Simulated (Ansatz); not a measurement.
`C[SiH2][NH][SnH3]` + `[NH2][W](=[O])([OH])=[S]` → `C[O][W]([NH2])(=[O])=[S]` + `[SiH3][NH][SnH3]`  (substitution at a C–Si bond)

Isolated molecules relaxed with PBE0-D4/def2-TZVP in Ansatz; ΔE leaves out vibrations. CCSD(T)/CBS is the MP2 limit (def2-TZVPP, def2-QZVPP) plus CCSD(T) − MP2 in def2-TZVPP, frozen cores. DFT in def2-TZVPP. def2 core potentials past Kr. For Sn, W outer-core shells are correlated without core-valence functions, which leaves a few kJ/mol of doubt a bond. Each species was taken in one conformer, which may not be the lowest.

| level | ΔE (kcal/mol) |
| --- | --- |
| PBE-D4 | 20.8 |
| PBE0-D4 | 21.3 |
| r2SCAN | 21.4 |
| HF/def2-TZVPP | 17.1 |
| SCS-MP2/def2-TZVPP | 19.5 |
| CCSD(T)/def2-TZVPP | 20.1 |
| SCS-MP2/def2-QZVPP | 20.3 |
| MP2/CBS(def2) | 22.5 |

(1) What does CCSD(T)/CBS give? (Estimate.)

Largest T1 diagnostic among the species: 0.022, so the coupled-cluster value is less sure than usual.

## Answers

(1) The calculation gave: +21.5 kcal/mol. The listed levels differ from it by -0.7, -0.2, -0.1, -4.4, -2.0, -1.4, -1.2, 1.0 kcal/mol.

In def2-TZVPP, CCSD(T) changes the Hartree–Fock value by +3.1 kcal/mol (the triples alone add −0.0 kcal/mol) and MP2 by +4.1 kcal/mol.
